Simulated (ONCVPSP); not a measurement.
## K (Z = 19): excitation energies, all-electron against ONCV

potassium, optimised norm-conserving Vanderbilt (ONCV), made with ONCVPSP 4.0.1 (PBE, scalar-relativistic). Core [Ne], reference 3s2 3p6 4s1. Waves: 3s+4s: rc 1.95 bohr, ncon 4, nbas 8, qcut 6.2 1/bohr, 2 projectors; 3p: rc 1.90 bohr, ncon 4, nbas 7, qcut 8.6 1/bohr, 2 projectors, debl 3 Ha; d scattering state at 0.33 Ha: rc 1.50 bohr, ncon 3, nbas 6, qcut 5.8 1/bohr, local. Local part: the d channel. Core correction: Teter function, fcfact 4.25, rcfact 1.5.

Energies are relative to the spin-unpolarised reference configuration 3s2 3p6 4s1; without spin polarisation the order of configurations can differ from experiment.

```
valence configuration  charge  ΔE all-electron (eV)  error AE − PS (meV)
        3s2 3p6 4s0.5    +0.5                 1.641                  0.0
      3s2 3p6 4s0 4p1       0                 1.553                 +2.1
          3s1 3p6 4s1      +1                41.994                  -94
```

(1) What are ΔE and the potential's error for 3s2 3p6 4s0?

Levels in the configuration 3s1 3p6 4s1:

| level | all-electron (eV) | pseudo (eV) |
| --- | --- | --- |
| 3s | -48.994 | -49.193 |
| 3p | -31.903 | -31.964 |
| 4s | -8.647 | -8.658 |

Note: ghosts flagged at negative energy: s at -371.6 eV; GHOST(+) flagged for p at 119.2 eV. A true bound ghost makes a file unfit for plane-wave use.

## Answers

(1) ΔE = 4.314 eV all-electron; the error (AE − PS) is -0.2 meV.
